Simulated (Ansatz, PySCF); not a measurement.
Spin states of H4W (SMILES [WH4]), each relaxed with B3LYP-D3(BJ)/def2-TZVP.
State 1 (charge 0, multiplicity 3):
```xyz
5

W     -0.01056     0.00585    -0.01152
H      1.22374    -0.23973     1.14689
H     -1.22459     1.00939     0.65525
H     -0.69273    -1.50076    -0.44790
H      0.65036     0.75500    -1.39993
```
State 2 (charge 0, multiplicity 1):
```xyz
5

W     -0.011     0.006    -0.012
H      1.203    -0.341     1.139
H     -1.206     1.076     0.580
H     -0.626    -1.545    -0.382
H      0.586     0.833    -1.383
```

Singlets are restricted, other states unrestricted; no spin–orbit coupling, no relativity up to Kr; see below for the cores. The largest T1 diagnostic is 0.028.

Correlated levels freeze the inner cores; with def2 sets outer-core shells near the valence are correlated too. CBS: X⁻³ extrapolation of the correlation energy, Hartree–Fock from the larger set.

Programs: Ansatz (a program for electronic structure); PySCF for the dispersion terms.  In def2 rows elements past Kr take small-core potentials, without spin–orbit coupling.

Question: What is the computed energy of the multiplicity-1 state less that of the multiplicity-3 state (CCSD(T)/CBS(def2-SVP, def2-TZVPP))?

Answer: 1.20 eV

Question: Estimate the energy of the multiplicity-1 state less that of the multiplicity-3 state that B3LYP/def2-TZVPP returns for this input.

Answer: 1.31 eV

Question: Predict the energy of the multiplicity-1 state less that of the multiplicity-3 state from PBE-D3(BJ)/def2-TZVPP.

Answer: 1.40 eV

Doubts at one or more of the structures used: a restricted determinant that unrestricted orbitals would lower (CCSD(T)/CBS(def2-SVP, def2-TZVPP)).
